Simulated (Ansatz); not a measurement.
`N[SiH2][AlH2]` + `N=C[SiH3]` → `[AlH2]/[N]=C\[SiH3]` + `N[SiH3]` at 600 K and 1 bar (cleavage of the Al–Si bond).

Gas-phase electronic energies from Ansatz, PBE0-D4/def2-TZVP geometries. CCSD(T)/CBS is the MP2 limit (def2-TZVPP, def2-QZVPP) plus CCSD(T) − MP2 in def2-TZVPP, frozen cores. This one scheme is used for every species. Each species was taken in one conformer, which may not be the lowest.

```
              species  CCSD(T)/CBS energy (Eh)  H − E (kJ/mol)  S (J/(mol·K))
      `N[SiH2][AlH2]`               -589.40062           204.3          414.2
          `N=C[SiH3]`               -384.79808           188.8          351.8
`[AlH2]/[N]=C\[SiH3]`               -627.42847           215.6          440.6
            `N[SiH3]`               -346.80422           170.6          320.8
```

H − E and S are ideal-gas, rigid-rotor, harmonic terms from PBE0-D4/def2-TZVP, for one conformer and one mirror image of each species. 1 Eh = 2625.50 kJ/mol, R = 8.31446 J/(mol·K).

**Question.** By hand: ΔE, ΔH, ΔS and ΔG.

**Answer.** ΔE = (-627.42847) + (-346.80422) − (-589.40062) − (-384.79808) = -0.03399 Eh = -89.2 kJ/mol. Δ(H − E) = 215.6 + 170.6 − 204.3 − 188.8 = -6.9, so ΔH = -96.1 kJ/mol. ΔS = 440.6 + 320.8 − 414.2 − 351.8 = -4.6 J/(mol·K). ΔG = -96.1 − 600 × (-4.6)/1000 = -93.3 kJ/mol.

**Question.** By hand: the equilibrium constant, and the temperature at which ΔG would vanish if ΔH and ΔS stayed fixed.

**Answer.** log₁₀ K = −ΔG/(RT ln 10) = 8.1. ΔG = 0 at ΔH/ΔS = 20891 K, far beyond where these terms or the molecules hold.

The number of gas molecules stays the same, so ΔS is small and ΔH decides. A doubt of 5 kJ/mol in ΔE shifts log₁₀ K by 0.4 here. Other conformers and mirror images would add mixing entropy, several J/(mol·K) or more a flexible species. These are equilibria of isolated gas molecules and say nothing of rates. Largest T1 diagnostic: 0.015 (customary marks: 0.02 for closed shells, 0.045 for open ones).
